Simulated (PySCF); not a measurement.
## Gas-phase XPS of BEt2Me, computed

Compound: BEt2Me, C5H13B.
Cartesian coordinates in Å at the PBE0-D3(BJ)/def2-SVP level; atoms count from 1:
```xyz
19
C5H13B angstrom
B     -0.1684   -0.3084    0.0175
C      1.4090   -0.3343   -0.0711
C      1.9724   -0.2490    1.3556
H      1.7814    0.5288   -0.6505
H      1.7885   -1.2483   -0.5579
H      3.0736   -0.2274    1.3592
H      1.6270    0.6590    1.8760
H      1.6632   -1.1116    1.9676
C     -0.9143    1.0792    0.0957
C     -1.3734    1.4413   -1.3261
H     -0.2607    1.8809    0.4785
H     -1.7984    1.0285    0.7536
H     -1.9078    2.4040   -1.3492
H     -0.5206    1.5271   -2.0189
H     -2.0540    0.6798   -1.7400
C     -0.9686   -1.6628   -0.0051
H     -2.0462   -1.5820    0.1999
H     -0.5244   -2.3858    0.7011
H     -0.8410   -2.1257   -1.0013
```

Computed with PySCF 2.14.0, delta-SCF UKS SCAN, pcX-2 on the ionised atom, pcseg-1 elsewhere, spin-free X2C. These are vertical core ionisation energies against the vacuum level, from separate self-consistent calculations with and without the core hole.

Question: Give the core binding energies atom by atom.

Answer: 
```csv
atom(s),bonded to,level,binding energy (eV),above the level's lowest (eV),count
C3/C10,C and 3 H,C 1s,290.54,+0.79,2
C16,3 H and B,C 1s,289.86,+0.11,1
C2/C9,"C, 2 H and B",C 1s,289.75,0.00,2
B1,3 C,B 1s,195.19,0.00,1
```

Lowest listed C 1s: C2/C9, bonded to C, 2 H and B. Highest, 0.79 eV above it: C3/C10, bonded to C and 3 H.

Question: Which effective nuclear charge Zeff reproduces each element's mean 1s value in the hydrogen-like formula E = 13.606 eV × Zeff²?

Answer: B (Z = 5): mean 195.2 eV, Zeff = 3.79, Z − Zeff = 1.21; C (Z = 6): mean 290.1 eV, Zeff = 4.62, Z − Zeff = 1.38. Means run over the listed sites, weighted by atom count.

Question: Express the binding energy of C 1s of C2/C9 in atomic units and per mole.

Answer: 289.75 eV = 10.6481 Eh = 27957 kJ/mol.

One atom of each set of topologically equivalent atoms was ionised and stands for the set; in this conformer not all members are related by symmetry, and their own values weren't computed. Isolated species at its PBE0-D3(BJ)/def2-SVP geometry (one conformer only).
